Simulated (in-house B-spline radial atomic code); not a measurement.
Rh3+: [Ne] 3s2 (3p1/2)2 (3p3/2)3 3d10 4s2 4p6 4d7 (with a hole in an inner shell)

Method: Dirac-Hartree-Fock, average of the jj configuration, Fermi nucleus of rms radius 4.4945 fm. Calculated with a B-spline radial code for spherical atoms.

Effective charges: Z_r = [3n² - l(l+1)]/(2<r>) from the radius, Z_e = n√(-2ε) from the energy, and Slater's rules. Values are occupation-weighted means over j. An effective charge above Z reflects the relativistic contraction of the inner shells.

```tsv
shell	electrons	ε (eV)	<r> (bohr)	Z_r	Z_e	Slater
1s	2	-23433	0.03262	45.99	41.50	44.70
2s	2	-3534.4	0.1412	42.49	32.24	40.85
2p	6	-3170.2	0.1236	40.45	30.53	40.85
3s	2	-707.79	0.386	34.98	21.64	34.10
3p	5	-590.54	0.3862	32.37	19.76	34.10
3d	10	-390.68	0.3645	28.81	16.08	24.85
4s	2	-142.81	0.9611	24.97	12.96	18.10
4p	6	-104.12	1.043	22.05	11.07	18.10
4d	7	-49.164	1.306	16.08	7.60	7.90
```

The least bound orbital is 4d5/2 at -48.92 eV, and it is also the most diffuse (<r> = 1.312 bohr). The part-filled 3p shell lies below the filled 4p shell in orbital energy.

For the 1s electron the small component carries 2.71 % of the norm, the zero-frequency Breit interaction raises the level by 48.17 eV, self-energy by 26.76 eV, and vacuum polarisation lowers it by 3.25 eV.
